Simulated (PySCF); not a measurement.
HOSi, SMILES [OH+]=[Si] (connectivity only; charge and spin as stated), charge +1, multiplicity 1. Atoms are numbered in the order given.

```xyz
3

O      0.0000     0.0000     0.9041
Si     0.0000     0.0000    -0.6509
H      0.0000     0.0000     1.8798
```
Charge +1, spin multiplicity 1.

Geometry optimised at PBE-D3(BJ)/def2-TZVPD. The isomer is the one that the SMILES or the coordinates give; other isomers of the formula were not compared.

Calculation: PBE-D3(BJ)/def2-TZVPD in PySCF.

Frequencies are harmonic and unscaled.

Modes within 1.5 cm⁻¹ of each other (mostly degenerate sets) share a row, with their intensities summed.

Computed harmonic wavenumbers and intensities:
```json
[
 {"mode": "1–2", "ν (cm⁻¹)": "348", "IR (km/mol)": "436.5", "moving atoms (share of kinetic energy)": "H 85 %, O 14 %"},
 {"mode": "3", "ν (cm⁻¹)": "1084", "IR (km/mol)": "113.9", "moving atoms (share of kinetic energy)": "O 58 %, Si 38 %"},
 {"mode": "4", "ν (cm⁻¹)": "3689", "IR (km/mol)": "482.7", "moving atoms (share of kinetic energy)": "H 93 %"}
]
```
